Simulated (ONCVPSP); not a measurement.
**Pseudopotential generation for dysprosium: ONCV, LDA (Perdew-Zunger), fully relativistic.**

dysprosium (Dy), optimised norm-conserving Vanderbilt (ONCV), made with ONCVPSP 4.0.1 (LDA (Perdew-Zunger), fully relativistic). Core [Kr] 4d10 4f9, reference 5s2 5p6 5d1 6s2. Waves: 5s+6s: rc 2.45 bohr, ncon 4, nbas 8, qcut 5.1 1/bohr, 3 projectors, debl 2.5 Ha; 5p: rc 1.75 bohr, ncon 4, nbas 7, qcut 8.3 1/bohr, 2 projectors, debl 1.8 Ha; 5d: rc 2.40 bohr, ncon 3, nbas 6, qcut 4.5 1/bohr, 1 projector. Local part: polynomial inside 1.35 bohr (lpopt 5, dvloc0 1 Ha). Core correction: Teter function, fcfact 5.25, rcfact 1.55.

Open shells are filled in proportion to 2j + 1.

Poles of the logarithmic derivatives, all-electron (AE) and pseudo (PS). s: poles at -1.9, 2.2 (AE) and -1.9, 2.2 (PS) Ha. p3/2: poles at 0.4 (AE) and 0.4 (PS) Ha. p1/2: poles at -0.1 (AE) and -0.1 (PS) Ha. d5/2: poles at 0.7, 4.9 (AE) and 0.6, 4.3 (PS) Ha. d3/2: poles at 0.6, 4.8 (AE) and 0.6, 4.4 (PS) Ha. Test radii: s 2.48, p3/2 1.78, p1/2 1.78, d5/2 2.44, d3/2 2.44 bohr.

- Cutoffs needed: 22 Ha and 26 Ha (the cutoffs (Ha) at which the residual kinetic energy of the hardest occupied pseudo-wave falls to 1 and 0.1 mHa per electron)
- Ghost test: no bound ghost flagged; GHOST(+) flagged for s at 145.6 eV
- Configuration tests: 1 of 4 tests not solved or not reliable
- rms error of d²Exc/dni dnj: 9.53 mHa without and 1.78 mHa with the model core
